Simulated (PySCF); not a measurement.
C2H8OZr, SMILES CC[O][ZrH3], multiplicity 1.

Geometry optimised at PBE-D3(BJ)/def2-SVP. The spin state was assumed, not searched. The def2 effective core potentials stand for the cores of Zr; spin–orbit coupling is left out. One conformer was computed; it need not be the lowest.

Level of theory: PySCF with PBE-D3(BJ)/def2-SVP.

Frequencies are harmonic and unscaled.

| mode | ν (cm⁻¹) | IR (km/mol) | moving atoms (share of kinetic energy) |
|---|---|---|---|
| 1 | 35 | 0.0 | H 83 %, C 13 % |
| 2 | 76 | 0.6 | O 42 %, C 28 %, H 22 % |
| 3 | 110 | 2.5 | O 51 %, H 42 % |
| 4 | 271 | 0.2 | H 86 % |
| 5 | 351 | 1.6 | H 51 %, C 30 %, O 12 %, Zr 8 % |
| 6 | 402 | 23.0 | H 86 %, O 11 % |
| 7 | 420 | 26.6 | H 65 %, O 21 % |
| 8 | 493 | 71.7 | H 64 %, C 18 %, O 17 % |
| 9 | 596 | 202.3 | H 52 %, C 25 %, Zr 17 % |
| 10 | 625 | 87.4 | H 99 % |
| 11 | 625 | 91.8 | H 99 % |
| 12 | 782 | 1.3 | H 92 % |
| 13 | 928 | 26.0 | H 50 %, C 37 %, O 12 % |
| 14 | 1073 | 6.9 | C 58 %, H 40 % |
| 15 | 1120 | 3.0 | H 61 %, C 37 % |
| 16 | 1161 | 533.4 | O 54 %, C 41 % |
| 17 | 1252 | 0.2 | H 92 % |
| 18 | 1324 | 8.1 | H 81 %, C 17 % |
| 19 | 1354 | 25.6 | H 73 %, C 25 % |
| 20 | 1405 | 9.0 | H 97 % |
| 21 | 1420 | 0.6 | H 95 % |
| 22 | 1436 | 1.8 | H 93 % |
| 23 | 1612 | 514.2 | H 98 % |
| 24 | 1612 | 520.7 | H 98 % |
| 25 | 1651 | 159.1 | H 100 % |
| 26 | 2956 | 45.5 | H 95 % |
| 27 | 2978 | 9.7 | H 97 % |
| 28 | 3004 | 14.4 | H 90 %, C 10 % |
| 29 | 3075 | 14.2 | H 91 %, C 9 % |
| 30 | 3077 | 13.1 | H 90 %, C 10 % |
